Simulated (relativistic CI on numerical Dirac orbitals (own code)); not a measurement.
## Line list: Electric-dipole lines, Ag²³⁺

Method of calculation: Dirac-Coulomb-Breit CI, KLI orbitals optimised for each configuration, model QED (radiative potential, 1s self-energy scaled to tabulated hydrogen-like ionisation energies), unscaled Slater integrals (own radial code, finite nucleus).

Configuration list (outside the closed core [Ne]): 3s²3p⁶3d⁶, 3s²3p⁵3d⁷, 3s²3p⁴3d⁸, 3s3p⁶3d⁷, 3p⁶3d⁸, 3s3p⁵3d⁸, 3s²3p⁶3d⁵4s, 3s²3p⁶3d⁵4p, 3s²3p⁶3d⁵4d, 3s²3p⁴3d⁷4s, 3s²3p⁶3d⁵4f, 3s²3p⁵3d⁶4s, 3s²3p⁶3d⁴4s², 3s²3p⁶3d⁵5s, 3s3p⁶3d⁶4s, 3s²3p⁶3d⁵5p. Levels of other configurations are missing.

| λ vac (nm) | Lower | Upper | A (s⁻¹) | log gf | S velocity/length |
| --- | --- | --- | --- | --- | --- |
| 5.1772 | 3s²3p⁶3d⁶ ³G5 [16] | 3s²3p⁵3d⁷ ¹G°4 [137] | 2.45e+11 | -0.05 | 0.66 |
| 5.2397 | 3s²3p⁶3d⁶ ¹I6 [20] | 3s²3p⁵3d⁷ ¹H°5 [136] | 1.44e+12 | 0.82 | 0.64 |
| 5.2799 | 3s²3p⁶3d⁶ ³H6 [7] | 3s²3p⁵3d⁷ ³G°5 [126] | 1.19e+12 | 0.74 | 0.66 |
| 5.2805 | 3s²3p⁶3d⁶ ³H5 [8] | 3s²3p⁵3d⁷ ³G°5 [126] | 1.88e+11 | -0.06 | 0.81 |
| 5.3098 | 3s²3p⁶3d⁶ ¹G4 [24] | 3s²3p⁵3d⁷ ¹F°3 [138] | 5.29e+11 | 0.19 | 0.68 |
| 5.3148 | 3s²3p⁶3d⁶ ³F4 [27] | 3s²3p⁵3d⁷ ³D°3 [141] | 4.13e+11 | 0.09 | 0.72 |
| 5.3154 | 3s²3p⁶3d⁶ ³G4 [14] | 3s²3p⁵3d⁷ ³F°3 [129] | 7.53e+11 | 0.35 | 0.69 |
| 5.3180 | 3s²3p⁶3d⁶ ³G5 [16] | 3s²3p⁵3d⁷ ³F°4 [130] | 5.67e+11 | 0.34 | 0.68 |
| 5.3610 | 3s²3p⁶3d⁶ ¹G4 [32] | 3s²3p⁵3d⁷ ¹F°3 [143] | 9.67e+11 | 0.47 | 0.71 |
| 5.3624 | 3s²3p⁶3d⁶ ¹G4 [24] | 3s²3p⁵3d⁷ ³D°3 [134] | 3.98e+11 | 0.08 | 0.66 |
| 5.4969 | 3s²3p⁶3d⁶ ³H5 [8] | 3s²3p⁵3d⁷ ³F°4 [116] | 3.69e+11 | 0.18 | 0.67 |
| 5.5220 | 3s²3p⁶3d⁶ ¹F3 [23] | 3s²3p⁵3d⁷ ¹D°2 [128] | 4.98e+11 | 0.06 | 0.74 |
| 5.5422 | 3s²3p⁶3d⁶ ³H5 [8] | 3s²3p⁵3d⁷ ³G°4 [114] | 2.03e+11 | -0.07 | 0.63 |
| 5.5871 | 3s²3p⁶3d⁶ ¹G4 [32] | 3s²3p⁵3d⁷ ¹G°4 [137] | 3.51e+11 | 0.17 | 0.81 |
| 5.6672 | 3s²3p⁶3d⁶ ³H4 [13] | 3s²3p⁵3d⁷ ³D°3 [112] | 4.87e+11 | 0.21 | 0.67 |
| 5.6994 | 3s²3p⁶3d⁶ ³G5 [16] | 3s²3p⁵3d⁷ ³G°5 [115] | 2.29e+11 | 0.09 | 0.81 |
| 5.7225 | 3s²3p⁶3d⁶ ¹I6 [20] | 3s²3p⁵3d⁷ ¹I°6 [119] | 3.35e+11 | 0.33 | 0.77 |
| 5.7592 | 3s²3p⁶3d⁶ ³D3 [18] | 3s²3p⁵3d⁷ ³D°2 [113] | 3.97e+11 | -0.01 | 0.73 |
| 5.7807 | 3s²3p⁶3d⁶ ³H4 [6] | 3s²3p⁵3d⁷ ³D°3 [102] | 1.55e+11 | -0.27 | 0.68 |
| 5.8317 | 3s²3p⁶3d⁶ ⁵D4 [1] | 3s²3p⁵3d⁷ ⁵D°4 [85] | 1.33e+11 | -0.21 | 0.84 |
| 5.8663 | 3s²3p⁶3d⁶ ³H4 [6] | 3s²3p⁵3d⁷ ¹F°3 [96] | 3.69e+11 | 0.13 | 0.64 |
| 5.9470 | 3s²3p⁶3d⁶ ⁵D3 [3] | 3s²3p⁵3d⁷ ⁵D°4 [85] | 9.59e+10 | -0.34 | 0.84 |
| 6.0325 | 3s²3p⁶3d⁶ ³H5 [8] | 3s²3p⁵3d⁷ ³G°5 [91] | 1.67e+11 | 0.00 | 0.78 |
| 6.1194 | 3s²3p⁶3d⁶ ³H4 [6] | 3s²3p⁵3d⁷ ⁵D°4 [85] | 9.34e+10 | -0.33 | 0.81 |
| 6.1771 | 3s²3p⁶3d⁶ ⁵D1 [4] | 3s²3p⁵3d⁷ ⁵D°2 [73] | 1.43e+11 | -0.39 | 0.85 |
| 6.1847 | 3s²3p⁶3d⁶ ⁵D2 [2] | 3s²3p⁵3d⁷ ³D°3 [69] | 8.28e+10 | -0.48 | 0.83 |
| 6.1874 | 3s²3p⁶3d⁶ ⁵D4 [1] | 3s²3p⁵3d⁷ ¹G°4 [63] | 7.58e+10 | -0.41 | 0.82 |
| 6.1886 | 3s²3p⁶3d⁶ ³G4 [14] | 3s²3p⁵3d⁷ ³G°4 [95] | 1.62e+11 | -0.08 | 0.78 |
| 6.2014 | 3s²3p⁶3d⁶ ³H5 [8] | 3s²3p⁵3d⁷ ⁵D°4 [85] | 1.82e+11 | -0.02 | 0.63 |
| 6.2121 | 3s²3p⁶3d⁶ ³F3 [10] | 3s²3p⁵3d⁷ ³G°3 [87] | 1.69e+11 | -0.16 | 0.83 |
| 6.2759 | 3s²3p⁶3d⁶ ⁵D4 [1] | 3s²3p⁵3d⁷ ⁵P°3 [56] | 3.89e+11 | 0.21 | 0.70 |
| 6.3165 | 3s²3p⁶3d⁶ ⁵D3 [3] | 3s²3p⁵3d⁷ ¹F°3 [64] | 9.80e+10 | -0.39 | 0.80 |
| 6.3236 | 3s²3p⁶3d⁶ ⁵D2 [2] | 3s²3p⁵3d⁷ ⁵D°1 [61] | 2.67e+11 | -0.32 | 0.81 |
| 6.3291 | 3s²3p⁶3d⁶ ⁵D3 [3] | 3s²3p⁵3d⁷ ⁵P°2 [62] | 2.68e+11 | -0.10 | 0.74 |
| 6.3629 | 3s²3p⁶3d⁶ ³H6 [7] | 3s²3p⁵3d⁷ ¹I°6 [74] | 1.46e+11 | 0.06 | 0.74 |
| 6.4001 | 3s²3p⁶3d⁶ ³H4 [6] | 3s²3p⁵3d⁷ ³G°4 [67] | 1.52e+11 | -0.07 | 0.81 |
| 6.4008 | 3s²3p⁵3d⁷ ⁵G°6 [35] | 3s²3p⁴3d⁸ ⁵G6 [179] | 1.94e+11 | 0.19 | 0.94 |
| 6.4415 | 3s²3p⁶3d⁶ ³H6 [7] | 3s²3p⁵3d⁷ ³H°5 [70] | 7.77e+10 | -0.27 | 0.64 |
| 6.4425 | 3s²3p⁶3d⁶ ³H5 [8] | 3s²3p⁵3d⁷ ³H°5 [70] | 1.15e+11 | -0.10 | 0.78 |
| 6.4612 | 3s²3p⁶3d⁶ ⁵D4 [1] | 3s²3p⁵3d⁷ ³F°4 [50] | 1.18e+11 | -0.18 | 0.82 |
| 6.4817 | 3s²3p⁶3d⁶ ³H6 [7] | 3s²3p⁵3d⁷ ³H°6 [68] | 1.99e+11 | 0.21 | 0.75 |
| 6.5200 | 3s²3p⁶3d⁶ ⁵D2 [2] | 3s²3p⁵3d⁷ ⁵S°2 [53] | 1.81e+11 | -0.24 | 0.77 |
| 6.8329 | 3s²3p⁶3d⁶ ⁵D4 [1] | 3s²3p⁵3d⁷ ³G°5 [39] | 5.33e+10 | -0.39 | 0.90 |
| 6.9022 | 3s²3p⁶3d⁶ ⁵D4 [1] | 3s²3p⁵3d⁷ ⁵G°5 [38] | 4.76e+10 | -0.43 | 0.88 |
| 7.8512 | 3s²3p⁵3d⁷ ⁵G°6 [35] | 3s3p⁶3d⁷ ⁵F5 [145] | 1.88e+11 | 0.28 | 0.76 |

Terms are leading LS components. Brackets give the number of a level in order of energy, since labels repeat. The list gives strong lines, with weight on those to low levels, among the lowest 200 of 2758 levels, so that lines to higher ones, which can be the strongest, are missing. Levels whose partners in the same complex of configurations lie outside the list can be far off, and so can their lines. Rates are taken at the computed energies, electric ones in the length gauge. A velocity-to-length ratio far from 1 marks an uncertain rate.

At this charge energies of transitions that change n are usually good to better than 1 %, and those within a shell (Δn = 0) to a few per cent. Terms inside the open d or f shell come out 10 to 20 % too wide with unscaled integrals.

LS names give the leading component of a level, which can be under half, so a name can repeat, a term be missing and a line seem to break the LS rules.
